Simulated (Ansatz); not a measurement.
Steps of a relaxation of C$_{2}$H$_{9}$AlSi$_{2}$ (`C[SiH2][SiH]1[CH2][AlH]1`) with RKS PBE-D4/def2-SVP.

```sh
$ ansatz run in.yaml --threads 4 --pin off --events-out ev --progress --plain --max-ram 10444MiB
```

```yaml
crystal:
  periodic: [false, false, false]
  atoms:
    - {symbol: C, position_ang: [-1.740800, -0.187200, -1.447100]}
    - {symbol: Si, position_ang: [-0.810900, -1.230600, -0.302700]}
    - {symbol: Si, position_ang: [0.144900, 0.049600, 1.229000]}
    - {symbol: C, position_ang: [1.407700, 1.282100, 0.437800]}
    - {symbol: Al, position_ang: [2.572300, -0.050500, 1.201400]}
    - {symbol: H, position_ang: [-2.560700, 0.424800, -0.884100]}
    - {symbol: H, position_ang: [-2.254200, -0.770200, -2.224100]}
    - {symbol: H, position_ang: [-1.070300, 0.598500, -1.959500]}
    - {symbol: H, position_ang: [0.226200, -1.932100, -1.022300]}
    - {symbol: H, position_ang: [-1.702800, -2.188600, 0.376900]}
    - {symbol: H, position_ang: [-0.665300, 0.749200, 2.252400]}
    - {symbol: H, position_ang: [1.298600, 1.281500, -0.649800]}
    - {symbol: H, position_ang: [1.294900, 2.292400, 0.917100]}
    - {symbol: H, position_ang: [3.847300, -0.348000, 2.104000]}
basis:
  gaussian: {orbitals: def2-SVP}
hamiltonian: {xc: pbe, dispersion: d4}
relax: {f_tol: 0.03, max_steps: 200}
```

Positions (Å) and forces (eV/Å) along the path, 10 of 11 steps:

```xyz
14
step=1 energy=-24547.4577 eV
C    -1.741   -0.187   -1.447   -1.404    2.703   -0.858
Si   -0.811   -1.231   -0.303   -0.461   -0.342    0.632
Si    0.145    0.050    1.229    1.446   -0.154    1.034
C     1.408    1.282    0.438    0.022    0.715    0.046
Al    2.572   -0.051    1.201   -0.746   -0.148    1.246
H    -2.561    0.425   -0.884    1.077   -0.842   -0.716
H    -2.254   -0.770   -2.224   -0.172   -0.082   -0.386
H    -1.070    0.599   -1.960   -0.684   -0.888    0.496
H     0.226   -1.932   -1.022    0.910   -0.705   -0.594
H    -1.703   -2.189    0.377   -0.323   -0.537    0.186
H    -0.665    0.749    2.252   -0.323    0.028    0.365
H     1.299    1.282   -0.650   -0.075    0.493   -0.585
H     1.295    2.292    0.917    0.391   -0.245   -0.544
H     3.847   -0.348    2.104    0.340    0.003   -0.322
14
step=2 energy=-24548.0496 eV
C    -1.805   -0.177   -1.499   -0.599    1.212   -0.372
Si   -0.857   -1.218   -0.303    0.028   -0.446    0.344
Si    0.196    0.031    1.303    0.215    0.086    0.323
C     1.429    1.296    0.448    0.105    0.191   -0.021
Al    2.536   -0.015    1.389    0.183   -0.004    0.535
H    -2.593    0.411   -0.950    0.297   -0.285   -0.275
H    -2.304   -0.758   -2.296   -0.023   -0.082   -0.071
H    -1.133    0.580   -1.985   -0.216   -0.305    0.144
H     0.220   -1.951   -1.024    0.280   -0.230   -0.205
H    -1.736   -2.237    0.356   -0.110   -0.151    0.036
H    -0.674    0.693    2.329   -0.161   -0.006    0.141
H     1.339    1.298   -0.654    0.025    0.181   -0.125
H     1.397    2.339    0.851    0.086   -0.200   -0.193
H     3.970   -0.321    2.064   -0.109    0.040   -0.261
14
step=3 energy=-24548.1511 eV
C    -1.840   -0.158   -1.510   -0.117    0.150   -0.157
Si   -0.879   -1.236   -0.299    0.152   -0.236    0.134
Si    0.201    0.044    1.335   -0.049    0.079    0.005
C     1.459    1.298    0.460    0.043   -0.081    0.011
Al    2.538    0.027    1.510    0.222   -0.012    0.079
H    -2.638    0.403   -0.986   -0.057    0.008    0.030
H    -2.307   -0.752   -2.321    0.011   -0.039    0.021
H    -1.165    0.587   -1.977    0.038    0.017   -0.013
H     0.206   -1.989   -1.036   -0.028    0.028   -0.024
H    -1.768   -2.278    0.336   -0.009    0.036   -0.008
H    -0.728    0.668    2.352    0.003    0.010   -0.048
H     1.426    1.303   -0.651   -0.007    0.004    0.045
H     1.441    2.350    0.820   -0.028   -0.003    0.014
H     4.041   -0.297    1.997   -0.175    0.037   -0.090
14
step=4 energy=-24548.1591 eV
C    -1.849   -0.159   -1.512   -0.035    0.041   -0.041
Si   -0.874   -1.241   -0.298    0.049   -0.052    0.030
Si    0.205    0.050    1.336   -0.011    0.041   -0.017
C     1.475    1.297    0.474    0.002   -0.066   -0.005
Al    2.548    0.029    1.531    0.036    0.014    0.009
H    -2.660    0.387   -0.991   -0.015   -0.003    0.015
H    -2.302   -0.766   -2.323    0.013   -0.013    0.020
H    -1.180    0.593   -1.977    0.011    0.008   -0.004
H     0.201   -1.990   -1.054   -0.023    0.015    0.010
H    -1.774   -2.273    0.339    0.013    0.010   -0.004
H    -0.739    0.691    2.328    0.005   -0.005   -0.025
H     1.445    1.305   -0.636    0.016    0.009    0.015
H     1.443    2.347    0.836   -0.017    0.001    0.019
H     4.049   -0.300    1.976   -0.044    0.000   -0.021
14
step=5 energy=-24548.1611 eV
C    -1.858   -0.159   -1.511    0.002   -0.020    0.008
Si   -0.870   -1.240   -0.299    0.000    0.021   -0.008
Si    0.206    0.058    1.329    0.003    0.003   -0.016
C     1.486    1.297    0.479   -0.002   -0.014   -0.016
Al    2.550    0.030    1.541   -0.028    0.012    0.007
H    -2.680    0.370   -0.989    0.009   -0.007    0.002
H    -2.298   -0.777   -2.321    0.002    0.006    0.005
H    -1.198    0.602   -1.973   -0.006   -0.004    0.005
H     0.200   -1.988   -1.060   -0.003    0.005   -0.001
H    -1.765   -2.272    0.343    0.004   -0.002    0.001
H    -0.750    0.706    2.304    0.007    0.007   -0.007
H     1.477    1.314   -0.631    0.000    0.009    0.006
H     1.441    2.345    0.848    0.000   -0.002    0.011
H     4.048   -0.315    1.968    0.012   -0.013    0.003
14
step=6 energy=-24548.1621 eV
C    -1.869   -0.167   -1.510    0.016   -0.026    0.020
Si   -0.865   -1.238   -0.303   -0.031    0.027   -0.020
Si    0.206    0.068    1.320    0.005    0.008    0.008
C     1.497    1.302    0.484    0.009    0.004   -0.035
Al    2.548    0.030    1.552   -0.025   -0.003    0.000
H    -2.696    0.350   -0.983    0.008   -0.002   -0.004
H    -2.304   -0.790   -2.319   -0.003    0.009   -0.001
H    -1.220    0.603   -1.974   -0.011   -0.002    0.001
H     0.203   -1.981   -1.072    0.011    0.002    0.002
H    -1.752   -2.272    0.343    0.007   -0.009    0.006
H    -0.753    0.729    2.281   -0.003   -0.003    0.000
H     1.501    1.329   -0.625    0.003    0.009    0.008
H     1.449    2.346    0.864   -0.001   -0.005    0.007
H     4.042   -0.340    1.970    0.015   -0.009    0.009
14
step=8 energy=-24548.1644 eV
C    -1.929   -0.202   -1.510    0.021    0.011    0.013
Si   -0.840   -1.215   -0.325   -0.060   -0.005   -0.007
Si    0.197    0.129    1.286    0.037    0.003    0.011
C     1.553    1.319    0.493    0.011    0.024   -0.039
Al    2.529    0.002    1.582    0.004   -0.005    0.004
H    -2.768    0.270   -0.959    0.020   -0.006   -0.013
H    -2.353   -0.848   -2.306    0.000    0.004   -0.003
H    -1.335    0.603   -1.991   -0.026   -0.033    0.016
H     0.246   -1.912   -1.113    0.012    0.021    0.011
H    -1.659   -2.293    0.344    0.015    0.019   -0.012
H    -0.775    0.823    2.212   -0.001   -0.014   -0.018
H     1.598    1.395   -0.614   -0.022   -0.007    0.052
H     1.522    2.347    0.918    0.018   -0.024   -0.009
H     4.001   -0.450    2.011   -0.028    0.012   -0.005
14
step=9 energy=-24548.1652 eV
C    -1.949   -0.214   -1.510    0.018    0.044    0.007
Si   -0.837   -1.203   -0.328   -0.009   -0.020   -0.019
Si    0.196    0.147    1.282    0.001    0.034    0.019
C     1.571    1.321    0.495    0.001    0.000   -0.038
Al    2.524   -0.011    1.588    0.002    0.007   -0.013
H    -2.793    0.247   -0.957    0.026   -0.012   -0.016
H    -2.368   -0.868   -2.303    0.008    0.001    0.005
H    -1.371    0.600   -1.997   -0.033   -0.047    0.024
H     0.271   -1.867   -1.114   -0.016    0.006    0.001
H    -1.631   -2.303    0.338    0.027    0.032   -0.014
H    -0.787    0.850    2.190    0.012   -0.011   -0.001
H     1.610    1.407   -0.612   -0.006   -0.007    0.061
H     1.561    2.346    0.931    0.004   -0.040   -0.012
H     3.990   -0.480    2.025   -0.033    0.013   -0.005
14
step=10 energy=-24548.1658 eV
C    -1.950   -0.213   -1.511    0.009    0.044    0.003
Si   -0.832   -1.195   -0.329   -0.002   -0.022    0.007
Si    0.192    0.150    1.291    0.006    0.020   -0.009
C     1.568    1.313    0.491   -0.002    0.009   -0.013
Al    2.521   -0.019    1.584   -0.013    0.015   -0.010
H    -2.794    0.246   -0.957    0.022   -0.012   -0.014
H    -2.367   -0.871   -2.301    0.008    0.002    0.008
H    -1.376    0.601   -2.000   -0.026   -0.036    0.019
H     0.281   -1.848   -1.118   -0.016    0.003    0.008
H    -1.617   -2.299    0.339    0.015    0.012   -0.023
H    -0.790    0.851    2.201    0.008   -0.005   -0.004
H     1.595    1.395   -0.616   -0.004   -0.002    0.046
H     1.573    2.340    0.923    0.011   -0.033   -0.013
H     3.983   -0.480    2.033   -0.015    0.005   -0.005
14
step=11 energy=-24548.1662 eV
C    -1.950   -0.213   -1.507   -0.002    0.022   -0.006
Si   -0.828   -1.191   -0.327    0.001   -0.012   -0.002
Si    0.187    0.158    1.294    0.013    0.005    0.001
C     1.567    1.310    0.487   -0.002    0.004   -0.008
Al    2.514   -0.025    1.580   -0.018    0.011    0.000
H    -2.796    0.243   -0.954    0.013   -0.008   -0.008
H    -2.363   -0.874   -2.296    0.003    0.006    0.005
H    -1.380    0.603   -1.997   -0.013   -0.018    0.011
H     0.289   -1.835   -1.118   -0.004    0.006    0.007
H    -1.606   -2.307    0.328    0.005    0.007   -0.002
H    -0.795    0.860    2.204    0.002   -0.001   -0.006
H     1.585    1.390   -0.620    0.000    0.005    0.021
H     1.590    2.336    0.918    0.002   -0.024   -0.008
H     3.973   -0.484    2.037    0.002   -0.002   -0.004
```

Hardware: 4 threads of an Arm Neoverse V1 on a shared host. Wall time 18 s, peak host memory 0.18 GiB.
